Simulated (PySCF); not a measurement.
C3H6O2Si, SMILES C=C1OC([SiH3])O1. The structure is a stationary point at PBE-D3(BJ)/def2-SVP. This is a generated structure with no PubChem entry under its InChIKey; it may be hypothetical.

Calculation: PBE-D3(BJ)/def2-SVP (PySCF 2.14.0).

Harmonic wavenumbers (cm⁻¹): 93, 143, 198, 289, 376, 504, 590, 609, 622, 673, 761, 786, 854, 861, 897, 906, 942, 1000, 1053, 1126, 1256, 1275, 1328, 1752, 2175, 2189, 2207, 2942, 3132, 3242. Rotational constants (GHz): 7.879, 1.734, 1.657; symmetry number 1.

Q: Work out the zero-point energy and the ideal-gas rigid-rotor harmonic-oscillator thermochemistry at 298.15 K and 1 atm.

A: ZPE = ½ Σ hcν = ½ × 34781 cm⁻¹ = 208.03 kJ/mol. H − E(el) = 228.79 kJ/mol. Entropy in J/(mol K): translation 166.45, rotation 113.19, vibration 62.12, total 341.76. G − E(el) = 126.90 kJ/mol. Cp = 114.95 J/(mol K). Modes under 150 cm⁻¹ make the vibrational entropy uncertain.
